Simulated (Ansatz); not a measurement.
CH₅FGe⁺, that is GeH2MeF with one electron fewer. Charge 1, multiplicity 2. Geometry r2SCAN-D4/def2-TZVP, that of the neutral singlet; atoms count from 1.

```xyz
8

Ge   -0.580   -0.622    0.284
H    -1.169   -0.375    1.680
H    -0.120   -2.076    0.109
C     0.754    0.683   -0.236
H     1.615    0.636    0.434
H     0.327    1.685   -0.190
H     1.089    0.486   -1.254
F    -1.914   -0.417   -0.828
```

(1) Estimate the Mulliken populations from the PBE0/def2-TZVP orbitals of Ansatz.

(2) Where does the spin sit?

(3) And the Mayer bond orders between heavy atoms (over 0.3)?

Results:

(1) 
| atom | charge (e) | spin (α − β) |
| --- | --- | --- |
| Ge1 | 0.50 | 0.13 |
| H2 | 0.16 | 0.08 |
| H3 | 0.16 | 0.08 |
| C4 | -0.34 | 0.49 |
| H5 | 0.24 | 0.01 |
| H6 | 0.25 | 0.01 |
| H7 | 0.25 | 0.01 |
| F8 | -0.22 | 0.19 |
Mulliken values depend strongly on the basis.

(2) Summed by element: Ge 0.13, H 0.19, C 0.49, F 0.19, of 1 unpaired in all. Largest on single atoms: C4 0.49, F8 0.19, Ge1 0.13.

(3) Ge1–C4 0.65 (1.94 Å); Ge1–F8 1.05 (1.75 Å).
